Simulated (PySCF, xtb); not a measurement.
C3H6FNSi, SMILES [C@H](C#C)([SiH2]F)N. One conformer was computed; it need not be the lowest.

Harmonic wavenumbers (cm⁻¹) from GFN2-xTB (xtb) at its own minimum, in rising order: 50, 109, 162, 200, 251, 283, 371, 454, 528, 565, 609, 673, 703, 711, 755, 802, 942, 952, 1086, 1118, 1164, 1304, 1546, 2281, 2338, 2373, 2875, 3390, 3395, 3424.

Task: What does PBE-D3(BJ)/def2-SVP in PySCF 2.14.0 give at its own minimum? (The exact figures need the calculation; the answer reports its results.)

Result: 78, 87, 173, 212, 254, 302, 416, 480, 584, 603, 677, 700, 728, 817, 857, 877, 908, 926, 1068, 1130, 1143, 1326, 1573, 2148, 2173, 2194, 2951, 3390, 3407, 3480. Paired by order, the mean absolute difference is 48 cm⁻¹ and the zero-point energies are 50.6 and 51.0 kcal/mol.
